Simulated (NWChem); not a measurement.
System: 1,1-difluoroethane (C2H4F2); SMILES C(C)(F)F

Input file for NWChem:

```
start job
memory heap 200 mb stack 900 mb global 1100 mb
geometry units angstroms noautosym nocenter noautoz
  C     -0.113080     1.366535     0.000000
  C      0.350818    -0.060260     0.000000
  F     -0.122764    -0.705529    -1.092215
  F     -0.122764    -0.705529     1.092215
  H     -1.212214     1.387995     0.000000
  H      0.256316     1.886308    -0.894476
  H      0.256316     1.886308     0.894476
  H      1.451454    -0.162517     0.000000
end
basis spherical
  * library def2-svp
end
dft
  xc pbe0
  iterations 150
end
cosmo
  do_cosmo_smd true
  solvent water
end
task dft energy
```

Geometry: optimised at PBE0/def2-SVP. Solvent: water.

Level: PBE0/def2-SVP with SMD (1 M gas to 1 M solution), gas-phase geometry.

Problem. Predict the main results of this run. (PBE0/def2-SVP, SMD on the gas-phase geometry.) Quantities: solvation free energy (kcal/mol); cavity-dispersion-structure term (kcal/mol); dipole in solution (D).

Solution. The solvation free energy (kcal/mol) comes out as -0.6. The cavity-dispersion-structure term (kcal/mol) is 3.3. The dipole in solution (D) is 2.50.
